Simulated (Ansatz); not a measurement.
Species: ZrF₂, net charge 0, triplet state. The spin state was set by rule; other spins were not relaxed. SMILES: [F][Zr][F]
Coordinates optimised at B3LYP-D3(BJ)/def2-TZVP (Ansatz, a program for electronic structure):
```xyz
3

Zr     0.2137    -0.0001    -0.0501
F     -0.7420     1.3521    -1.0313
F     -0.2075    -1.3518     1.2538
```
Charge 0, spin multiplicity 3.

Property: vertical singlet-triplet gap (E(singlet) - E(triplet); the singlet is one closed-shell determinant, which may describe it poorly; each state is the SCF solution reached for its spin; for the singlet the Hartree-Fock reference is unstable and T1 is 0.020), in eV. Correlated levels leave the core frozen unless marked. Open shells are spin-unrestricted. No spin-orbit coupling. Frozen are the shells of the preceding noble gas and the d and f shells that filled before the atom's block. In def2 rows, elements after Kr have scalar-relativistic effective core potentials. CBS(X,Y): correlation extrapolated as X^-3; Hartree-Fock from the larger set. [CCSD(T)-MP2]/basis is that difference in the basis named.

```
level                                                          program  vertical singlet-triplet gap (eV)
-------------------------------------------------------------  -------  ---------------------------------
HF/def2-SVPD                                                    Ansatz                               1.38
HF/def2-TZVPPD                                                  Ansatz                               1.38
HF/def2-QZVPPD                                                  Ansatz                               1.38
SVWN5/def2-TZVPD                                                Ansatz                               0.31
B3LYP/def2-TZVPD                                                Ansatz                               0.53
BHLYP/def2-TZVPD                                                Ansatz                               0.71
wB97X-V/def2-TZVPD                                              Ansatz                               0.50
B2PLYP/def2-TZVPD                                               Ansatz                               0.53
MP2/def2-TZVPPD                                                 Ansatz                               0.63
RI-MP2/def2-TZVPPD                                              Ansatz                               0.63
CCSD/def2-SVPD                                                  Ansatz                               0.35
CCSD(T)/def2-SVPD                                               Ansatz                               0.24
CCSD(T)/def2-TZVPPD                                             Ansatz                               0.24
RI-MP2/CBS(def2-TZVPPD,def2-QZVPPD)+[CCSD(T)-MP2]/def2-SVPD     Ansatz                               0.15
RI-MP2/CBS(def2-TZVPPD,def2-QZVPPD)+[CCSD(T)-MP2]/def2-TZVPPD   Ansatz                               0.22
```
